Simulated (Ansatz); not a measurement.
FGaH4Si can be A, `[F][GaH][SiH3]`, or B, `F[SiH2][GaH2]`.

Isolated molecules relaxed with PBE0-D4/def2-TZVP in Ansatz; ΔE leaves out vibrations. CCSD(T)/CBS adds triple-zeta CCSD(T) − MP2 to the extrapolated MP2 energy (def2 sets, frozen cores). DFT in def2-TZVPP. B3LYP here is the variant with VWN-RPA as its local correlation; programs differ in this. For Ga outer-core shells are correlated without core-valence functions, which leaves a few kJ/mol of doubt a bond. Scalar relativity is left out up to krypton.

A:

```xyz
7

F     2.087   -0.024    1.460
Ga    0.392    0.410    1.214
Si   -0.439   -0.270   -0.938
H    -0.217    1.146    2.454
H    -0.380   -1.753   -1.045
H    -1.846    0.168   -1.135
H     0.404    0.323   -2.010
```

B:

Z-matrix (Å, degrees):
```
Si
Ga 1 2.418
F 1 1.610 2 111.9
H 1 1.490 2 111.5 3 -120.0
H 1 1.490 2 111.5 3 120.0
H 2 1.573 1 118.5 3 180.0
H 2 1.569 1 122.6 3 -0.0
```

(1) Which isomer does CCSD(T)/CBS put lower? Give the gap. (Estimate.)

(2) Give E(B) − E(A) in kcal/mol with MP2/def2-TZVPP, CCSD(T)/def2-SVP, PBE-D4, B3LYP, B3LYP-D4, HF/def2-TZVPP, B2PLYP. (Estimate.)

(3) Does the order hold for the free energy at 298.15 K (harmonic terms from PBE0-D4)? (Estimate.)

Largest T1 diagnostic: 0.014.

Answers

(1) The calculation gave: B, by 3.1 kcal/mol.

(2) Ansatz gave: MP2/def2-TZVPP -2.2, CCSD(T)/def2-SVP 3.6, PBE-D4 -0.9, B3LYP -2.2, B3LYP-D4 -2.3, HF/def2-TZVPP -4.2, B2PLYP -2.1. The order is the other way round with CCSD(T)/def2-SVP.

(3) Ansatz gave: Yes: G(B) − G(A) = -2.5 kcal/mol. Modes under 60 cm⁻¹, often nearly free rotors, make the harmonic entropy too high.

Leaving LDA and LC-ωPBE aside and taking each functional with its dispersion term where it has one, the values, not all of them listed here, spread over 2.8 kcal/mol, from B97M-V to revPBE-D4. LDA lies −1.3 kcal/mol from PBE without D4. In def2-TZVPP, CCSD(T) changes the Hartree–Fock value by +2.0 kcal/mol (the triples alone add +0.6 kcal/mol) and MP2 by +2.0 kcal/mol.
